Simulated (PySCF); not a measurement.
Computed shifts of a molecule C₉H₇NS, KT2/pcSseg-1 run with PySCF, GIAO, gas phase, equivalent atoms averaged, in ppm (number of nuclei): ¹³C: 143.5 (1), 140.6 (1), 134.0 (1), 128.8 (1), 125.9 (2), 125.8 (1), 124.9 (1), 122.1 (1). ¹⁵N: 345.0 (1). ¹H: 8.30 (1), 8.24 (1), 7.77 (1), 7.63 (1), 7.47 (2), 7.36 (1). References: ¹³C against TMS (σ = 185.1 ppm); ¹⁵N against NH3 (σ = 266.2 ppm); ³³S against H2S (σ = 723.0 ppm); ¹H against TMS (σ = 31.47 ppm), references at their B3LYP-D3(BJ)/def2-TZVP geometries, non-relativistic. Geometry: PBE0-D3(BJ)/def2-SVP. One conformer was computed; it need not be the lowest.

Pick the molecule that these values belong to.
A. c1ccc(-c2cscn2)cc1
B. C=Cc1csc(C#N)c1C=C
C. c1ccc(-c2nccs2)cc1
D. c1ccc(-c2cncs2)cc1

D, c1ccc(-c2cncs2)cc1
